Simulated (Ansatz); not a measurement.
Cartesian coordinates (Å):
```xyz
7

C     -1.3654    -0.0522    -0.2810
B      0.0176     0.0006    -0.1993
N      1.3786     0.0525    -0.1192
H     -1.8956    -0.9702    -0.5066
H     -1.9868     0.8218    -0.1239
H      1.8842    -0.1045     0.7370
H      1.9673     0.2520    -0.9111
```
Charge +1, spin multiplicity 2.

Level of theory: frozen-core CCSD(T)/cc-pVTZ // PBE0-D3(BJ)/def2-TZVP run with Ansatz (an electronic-structure program). The geometry is that of the parent before the electron was removed.

| Item | Result |
|---|---|
| HF energy | -119.11045 Ha |
| MP2 correlation energy | -0.41704 Ha |

Task: Estimate the CCSD correlation energy, the (T) correction, the total energy and the T1 diagnostic.

Result: 
```yaml
CCSD correlation energy: -0.44633 Ha
"(T) correction": -0.01660 Ha
CCSD(T) total energy: -119.57338 Ha
T1 diagnostic: 0.013
```
